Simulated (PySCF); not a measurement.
C3H7NSi, SMILES [SiH2]1CN=C1C.

Geometry: PBE-D3(BJ)/def2-SVP. This is a generated structure with no PubChem entry under its InChIKey; it may be hypothetical.

All values below come from PySCF 2.14.0 with PBE-D3(BJ)/def2-SVP.

Frequencies are harmonic and unscaled.

```tsv
mode	ν (cm⁻¹)	IR (km/mol)	moving atoms (share of kinetic energy)
1	128	6.6	H 82 %, N 9 %
2	190	5.9	H 61 %, N 32 %
3	273	0.0	H 51 %, C 48 %
4	289	4.3	C 36 %, H 32 %, Si 20 %, N 12 %
5	473	4.2	H 87 %
6	514	11.7	Si 45 %, C 31 %, N 17 %
7	562	4.0	C 51 %, H 33 %, Si 11 %
8	612	9.0	H 74 %, C 19 %
9	694	18.5	C 46 %, H 45 %
10	743	87.3	H 56 %, Si 21 %, C 17 %
11	784	20.4	H 63 %, C 27 %
12	890	49.2	H 45 %, C 27 %, N 24 %
13	913	58.4	H 84 %, N 9 %
14	971	0.1	H 65 %, C 34 %
15	999	7.9	C 37 %, H 33 %, N 30 %
16	1093	1.9	H 86 %, C 9 %
17	1124	5.4	H 63 %, C 35 %
18	1205	8.5	C 58 %, H 34 %
19	1330	12.0	H 61 %, C 37 %
20	1368	1.0	H 91 %, C 8 %
21	1386	14.0	H 96 %
22	1389	11.9	H 96 %
23	1601	36.7	C 59 %, N 37 %
24	2122	134.1	H 98 %
25	2139	121.5	H 96 %
26	2962	10.6	H 97 %
27	2991	20.3	H 95 %
28	3044	8.7	H 91 %, C 9 %
29	3044	1.1	H 90 %, C 10 %
30	3073	6.2	H 90 %, C 10 %
```
